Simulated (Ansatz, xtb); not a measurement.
## Cl2FH3Si2: 3 structures ranked

3 gas-phase structures of Cl2FH3Si2, found in a search over its isomers (lower ones may exist). Each was relaxed with GFN2-xTB; where two conformers were screened, the lower at r2SCAN-D4/def2-SVP is listed:

A. `F[Si]([SiH3])(Cl)Cl`, a singlet
B. `F[SiH2][SiH](Cl)Cl`, a singlet
C. `F[Si@H](Cl)[SiH2]Cl`, a singlet

Task: Which do you expect lowest at r2SCAN-D4/def2-SVP, and how would the others follow?

Result: Calculated order at r2SCAN-D4/def2-SVP: A (0.0), C (7.8), B (9.5) kcal/mol.

Energies above the lowest of each column, in kcal/mol; the last columns are at B3LYP-D3(BJ)/def2-SVP geometries:

```
structure  GFN2-xTB  HF/STO-3G  r2SCAN-D4/def2-SVP  B3LYP-D3(BJ)/def2-SVP  CCSD(T)/def2-SVP + ΔMP2/def2-TZVPP
        A       8.5        0.0                 0.0                    0.0                                 0.0
        C       0.5        3.8                 7.8                    5.2                                 4.5
        B       0.0        6.5                 9.5                    6.8                                 6.3
```

CCSD(T)/def2-SVP + ΔMP2/def2-TZVPP puts A lowest; GFN2-xTB picks B. Flexible structures stand in one conformer each, not always the lowest. ΔMP2 is the change of the MP2 energy from the smaller to the larger basis.

Programs: Ansatz 0.2.0, xtb 6.7.1.
